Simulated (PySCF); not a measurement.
ZrO₂, SMILES [O]=[Zr]=[O], multiplicity 1.

Geometry optimised at B3LYP-D3(BJ)/def2-TZVP. The multiplicity is an assumed one; other spin states were not compared. The isomer is the one that the SMILES or the coordinates give; other isomers of the formula were not compared. The def2 effective core potentials stand for the cores of Zr; spin–orbit coupling is left out.

The numbers are results of TDDFT-PBE/def2-TZVPD (PySCF), not measurements.

Vertical excitations. The molecule is in vacuum. State labels are in the subgroup C2v.

Estimate the UV-visible absorptions. (Estimate from the structure and the level; the computed values follow.)


| state | symmetry | energy (eV) | λ (nm) | f | main pairs |
|---|---|---|---|---|---|
| S1 | B2 | 1.78 | 696 | 0.003 | HOMO→LUMO 100 % |
| S2 | A1 | 2.70 | 459 | 0.010 | HOMO−1→LUMO 100 % |
| S3 | A2 | 3.06 | 405 | 0.000 | HOMO→LUMO+1 100 % |
| S4 | B1 | 3.09 | 401 | 0.005 | HOMO−2→LUMO 100 % |
| S5 | B2 | 3.27 | 379 | 0.001 | HOMO→LUMO+2 100 % |
| S6 | A2 | 3.48 | 356 | 0.000 | HOMO−3→LUMO 100 % |
| S7 | B2 | 3.60 | 344 | 0.012 | HOMO−4→LUMO 100 % |
| S8 | A1 | 3.80 | 326 | 0.001 | HOMO−5→LUMO 100 % |
| S9 | B1 | 3.95 | 314 | 0.000 | HOMO−1→LUMO+1 100 % |
| S10 | A1 | 4.25 | 292 | 0.010 | HOMO−1→LUMO+2 61 %, HOMO−2→LUMO+1 38 % |
| T1 | B2 | 1.72 | 722 | 0 | HOMO→LUMO 100 % |
| T2 | A1 | 2.51 | 494 | 0 | HOMO−1→LUMO 100 % |
| T3 | B1 | 2.94 | 422 | 0 | HOMO−2→LUMO 100 % |
| T4 | A2 | 2.98 | 417 | 0 | HOMO→LUMO+1 100 % |
Triplets are in the Tamm–Dancoff approximation, which puts them higher than full response would, so one can lie above its singlet here.
